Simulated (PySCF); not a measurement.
**Field gradients at the hydrogen positions**

Compound: C5H4F4O2.
Structure used (GFN2-xTB), in Å, numbered top down from 1:
```xyz
15
C5H4F4O2 angstrom
F      4.7435    0.2940   -0.4390
C      3.5814    0.2827    0.2279
C      2.4535   -0.0095   -0.4055
O      1.2683   -0.0258    0.2594
C      0.1537   -0.2998   -0.4525
C     -1.0471   -0.3797    0.1156
F     -1.2572   -0.1445    1.4257
O     -2.1733   -0.7350   -0.5657
C     -3.2472    0.1082   -0.4442
F     -4.3202   -0.5309   -0.9062
F     -3.0794    1.2019   -1.2245
H      3.6791    0.5241    1.2737
H      2.4425   -0.2404   -1.4642
H      0.2412   -0.4908   -1.5142
H     -3.4432    0.4534    0.5861
```

Level: PBE0/pcSseg-1 (PySCF, non-relativistic); Q(2H) = 0.00286 b; rigid geometry, the same for H and D, with no vibrational averaging.

Question: Rank these positions by the coupling χzz of a deuteron there, largest first.
A. H12 (vinylic hydrogen)
B. H14 (vinylic hydrogen)
C. H15 (methine hydrogen)

Answer: A (218 kHz), B (211 kHz), C (171 kHz).

Tabulate Vzz, the asymmetry η and χzz = 234.96 MHz × Q × Vzz for every hydrogen position.

```tsv
atom	bonded to	bond length (Å)	Vzz (au)	η	χzz (kHz)
H12	C2	1.078	0.3244	0.12	218
H13	C3	1.084	0.3128	0.15	210
H14	C5	1.082	0.3136	0.16	211
H15	C9	1.104	0.2539	0.02	171
```

A static deuteron (I = 1) shows a doublet split by (3/2)χ, (3/4)χ(1 + η) and (3/4)χ(1 − η) with the field along z, y and x of the gradient. What are these for H12?

With |χ| = 218.0 kHz and η = 0.122: 327, 183 and 144 kHz, to first order and without motion.

The structure is a single GFN2-xTB conformer in the gas phase; no vibrational or solvent corrections. GFN2-xTB bond lengths can be off by several hundredths of an ångström, more for odd bonds, and the gradients follow them. The small basis limits the accuracy of the gradients.
